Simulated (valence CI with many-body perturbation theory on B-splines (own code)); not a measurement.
E1 line list for Ne VI

Level of theory: valence CI with perturbative core correlation (CI+MBPT): three valence electrons over a frozen Dirac-Fock core [He], radial functions for each j: 11 s, 11 p, 9 d, 7 f, 5 g, 2 h, 1 i, with the one-electron correlation potential Σ1 (screened to all orders), the two-electron term Σ2, the three-electron term Σ3, Breit, model QED; selected single and double excitations, second order for the rest, scaled by the run's own slope (own B-spline code, finite nucleus).

Against 28 measured levels this calculation errs by 163 cm⁻¹ on average and by 445 at most. These come from a selection out of NIST levels in Podobedova, Fuhr, Reader and Wiese, J. Phys. Chem. Ref. Data 33, 525 (2004). Levels without a partner in it may be off by more. 2 measured levels below the end of the list, from 983000 cm⁻¹ on, found no clear computed partner, and computed levels of the same name lie up to 9623 cm⁻¹ from them.

Lines 51 to 100 of 253 in falling wavelength, among levels below 1027600 cm⁻¹, chosen from the strongest by gf and those to the six lowest levels. Wavelengths and rates use the calculated energies, so an error of 200 cm⁻¹ moves a line at 193.4 nm by 0.39 % and its rate by three times that or more. Electric multipoles are in the length gauge, E1 and E2 with the static RPA response of the core. Weak lines are less certain than strong ones. Lines between different terms over intervals too small for the method are left out, as are lines whose strength nearly cancels. The highest levels of a list are the least certain.

Names give the largest LS component (configuration and term), which can be under half, so a name can repeat, a term be missing and a line seem to break the LS rules; names also repeat where a configuration has a term twice. Letters in brackets count levels of one name in rising energy.

| λ vac (nm) | λ from measured levels | Upper | Lower | A (s⁻¹) | S (a.u.) |
| --- | --- | --- | --- | --- | --- |
| 193.4 | 193.9 | 2s2p3d ²D°_5/2 | 2s2p3p ²P_3/2 [a] | 1.89e+08 | 4.05e+00 |
| 192.5 | 192.9 | 2s2p3d ²D°_3/2 | 2s2p3p ²P_1/2 [a] | 1.58e+08 | 2.23e+00 |
| 190.5 |  | 2s2p3p ⁴S_3/2 | 2s2p3s ⁴P°_5/2 | 1.24e+08 | 1.69e+00 |
| 187.6 |  | 2s2p3p ⁴S_3/2 | 2s2p3s ⁴P°_3/2 | 1.05e+08 | 1.37e+00 |
| 186.1 |  | 2s2p3p ⁴S_3/2 | 2s2p3s ⁴P°_1/2 | 5.95e+07 | 7.57e-01 |
| 171.8 | 171.5 | 2s2p3p ²S_1/2 [a] | 2s2p3s ²P°_3/2 [a] | 2.88e+08 | 1.44e+00 |
| 169.2 | 169.1 | 2s2p3p ²S_1/2 [a] | 2s2p3s ²P°_1/2 [a] | 1.44e+08 | 6.87e-01 |
| 168.1 |  | 2s2p3p ⁴P_3/2 | 2s2p3s ⁴P°_5/2 | 2.30e+08 | 2.15e+00 |
| 166.9 |  | 2s2p3p ⁴P_5/2 | 2s2p3s ⁴P°_5/2 | 3.32e+08 | 4.57e+00 |
| 166.8 |  | 2s2p3p ⁴P_1/2 | 2s2p3s ⁴P°_3/2 | 3.90e+08 | 1.79e+00 |
| 165.9 |  | 2s2p3p ⁴P_3/2 | 2s2p3s ⁴P°_3/2 | 5.59e+07 | 5.03e-01 |
| 164.7 |  | 2s2p3p ⁴P_5/2 | 2s2p3s ⁴P°_3/2 | 1.37e+08 | 1.82e+00 |
| 164.7 |  | 2s2p3p ⁴P_3/2 | 2s2p3s ⁴P°_1/2 | 1.82e+08 | 1.60e+00 |
| 158.0 |  | 2s2p3p ²S_1/2 [b] | 2s2p3s ²P°_3/2 [b] | 1.50e+08 | 5.83e-01 |
| 131.9 | 132.4 | 2s2p3d ²P°_3/2 | 2s2p3p ²P_3/2 [a] | 2.82e+08 | 1.28e+00 |
| 130.4 | 130.9 | 2s2p3d ²P°_1/2 | 2s2p3p ²P_1/2 [a] | 2.17e+08 | 4.76e-01 |
| 101.1 |  | 2s2p² ⁴P_1/2 | 2s²2p ²P°_3/2 | 1.23e+04 | 1.25e-05 |
| 100.0 |  | 2s2p² ⁴P_5/2 | 2s²2p ²P°_3/2 | 1.09e+04 | 3.24e-05 |
| 99.81 |  | 2s2p² ⁴P_1/2 | 2s²2p ²P°_1/2 | 1.35e+04 | 1.33e-05 |
| 91.47 |  | 2p³ ²D°_5/2 | 2s2p² ²P_3/2 | 4.94e+08 | 1.12e+00 |
| 90.73 |  | 2p³ ²D°_3/2 | 2s2p² ²P_1/2 | 4.32e+08 | 6.37e-01 |
| 77.41 | 77.31 | 2s2p3p ²D_5/2 [a] | 2s²3p ²P°_3/2 | 2.66e+08 | 3.65e-01 |
| 76.97 | 77.17 | 2s2p3p ²D_5/2 [b] | 2s2p3s ²P°_3/2 [a] | 2.86e+08 | 3.86e-01 |
| 64.13 | 64.13 | 2p³ ²P°_3/2 | 2s2p² ²P_3/2 | 1.92e+09 | 9.98e-01 |
| 63.82 | 63.82 | 2p³ ²P°_1/2 | 2s2p² ²P_1/2 | 1.59e+09 | 4.09e-01 |
| 61.46 |  | 2s²4d ²D_5/2 | 2s2p3s ²P°_3/2 [a] | 3.27e+08 | 2.25e-01 |
| 57.08 | 57.08 | 2p³ ²P°_3/2 | 2s2p² ²S_1/2 | 7.53e+08 | 2.76e-01 |
| 56.26 | 56.28 | 2s2p² ²D_5/2 | 2s²2p ²P°_3/2 | 1.14e+09 | 5.99e-01 |
| 56.25 | 56.27 | 2s2p² ²D_3/2 | 2s²2p ²P°_3/2 | 1.78e+08 | 6.26e-02 |
| 55.84 | 55.86 | 2s2p² ²D_3/2 | 2s²2p ²P°_1/2 | 9.85e+08 | 3.38e-01 |
| 55.39 |  | 2p³ ²D°_5/2 | 2s2p² ²D_5/2 | 2.23e+09 | 1.12e+00 |
| 55.38 |  | 2p³ ²D°_3/2 | 2s2p² ²D_3/2 | 2.11e+09 | 7.07e-01 |
| 55.37 |  | 2p³ ²D°_3/2 | 2s2p² ²D_5/2 | 2.67e+08 | 8.96e-02 |
| 53.73 |  | 2s²4p ²P°_1/2 | 2s²3d ²D_3/2 | 2.13e+09 | 3.26e-01 |
| 53.72 |  | 2s²4p ²P°_3/2 | 2s²3d ²D_5/2 | 1.91e+09 | 5.84e-01 |
| 53.28 |  | 2p²3s ⁴P_3/2 | 2s2p3s ⁴P°_5/2 | 1.56e+09 | 4.66e-01 |
| 53.18 |  | 2p²3s ⁴P_1/2 | 2s2p3s ⁴P°_3/2 | 2.91e+09 | 4.32e-01 |
| 53.07 |  | 2p²3s ⁴P_5/2 | 2s2p3s ⁴P°_5/2 | 2.46e+09 | 1.09e+00 |
| 52.92 |  | 2p²3s ⁴P_3/2 | 2s2p3s ⁴P°_1/2 | 1.48e+09 | 4.33e-01 |
| 52.85 |  | 2p²3s ⁴P_5/2 | 2s2p3s ⁴P°_3/2 | 1.07e+09 | 4.67e-01 |
| 50.85 |  | 2s2p3d ²F°_7/2 [b] | 2s²3d ²D_5/2 | 3.10e+09 | 1.61e+00 |
| 50.83 |  | 2s2p3d ²F°_5/2 [b] | 2s²3d ²D_3/2 | 2.90e+09 | 1.13e+00 |
| 48.89 |  | 2s²4s ²S_1/2 | 2s²3p ²P°_3/2 | 6.74e+09 | 7.77e-01 |
| 48.81 |  | 2s²4s ²S_1/2 | 2s²3p ²P°_1/2 | 3.42e+09 | 3.93e-01 |
| 46.56 | 46.60 | 2s2p3p ²D_5/2 [b] | 2s²3p ²P°_3/2 | 3.27e+09 | 9.76e-01 |
| 46.51 | 46.56 | 2s2p3p ²D_3/2 [b] | 2s²3p ²P°_1/2 | 2.87e+09 | 5.69e-01 |
| 46.17 | 46.28 | 2s2p3p ²P_1/2 [b] | 2s²3p ²P°_3/2 | 1.56e+09 | 1.51e-01 |
| 46.12 | 46.21 | 2s2p3p ²P_3/2 [b] | 2s²3p ²P°_3/2 | 3.96e+09 | 7.67e-01 |
| 46.10 | 46.21 | 2s2p3p ²P_1/2 [b] | 2s²3p ²P°_1/2 | 3.03e+09 | 2.93e-01 |
| 45.93 |  | 2s2p3s ²P°_1/2 [b] | 2s²3s ²S_1/2 | 4.29e+09 | 4.10e-01 |
